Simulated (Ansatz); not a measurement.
Species: SiHF, charge 0, singlet. SiHF (SMILES F[SiH]).
B3LYP-D3(BJ)/def2-TZVP minimum from Ansatz (an electronic-structure program):
```xyz
3

Si    -0.2468    -0.3148     0.4521
H     -0.9813    -1.2112    -0.5591
F      0.4929     0.6243    -0.6411
```

Wanted: atomisation energy (electronic, to ground-state atoms), in kcal/mol. Open shells are spin-unrestricted; no spin-orbit coupling. CBS(X,Y): correlation extrapolated as X^-3, Hartree-Fock from the larger set (Q,5: extrapolated as (X+1)exp(-9√X)). A bracket is a step between two methods taken in the basis named. Functionals run without relativity, which enters their misses. Double hybrids freeze cores in their MP2 part. 'core' is core correlation in cc-pwCVTZ (1s frozen past Ne), 'X2C' scalar relativity in cc-pVTZ-DK, both at CCSD(T). For partners of very few electrons the exact lower level stands in for a higher one. The restricted determinant of HFSi (F[SiH], singlet) is unstable towards broken spin symmetry in at least one set run.

CCSD(T)/CBS(cc-pV(Q+d)Z,cc-pV(5+d)Z) + [CCSDT(Q) - CCSD(T)]/cc-pV(Q+d)Z + [CCSDTQ - CCSDT(Q)]/cc-pV(D+d)Z + core + X2C (Ansatz) gives 220.0 kcal/mol.

Problem. How far off this value is PBE/def2-TZVPD (Ansatz), in which direction, and which of these levels come nearer: B3LYP/def2-TZVPD, B2PLYP/def2-TZVPD, CCSD(T)/CBS(cc-pV(Q+d)Z,cc-pV(5+d)Z) + core + X2C?

Solution. PBE gives 218.3 kcal/mol, 1.7 kcal/mol below it. Differences of the others: B3LYP/def2-TZVPD (Ansatz) -3.1; B2PLYP/def2-TZVPD (Ansatz) -3.9; CCSD(T)/CBS(cc-pV(Q+d)Z,cc-pV(5+d)Z) + core + X2C (Ansatz) 0.1 kcal/mol. Nearer than PBE: CCSD(T)/CBS(cc-pV(Q+d)Z,cc-pV(5+d)Z) + core + X2C.
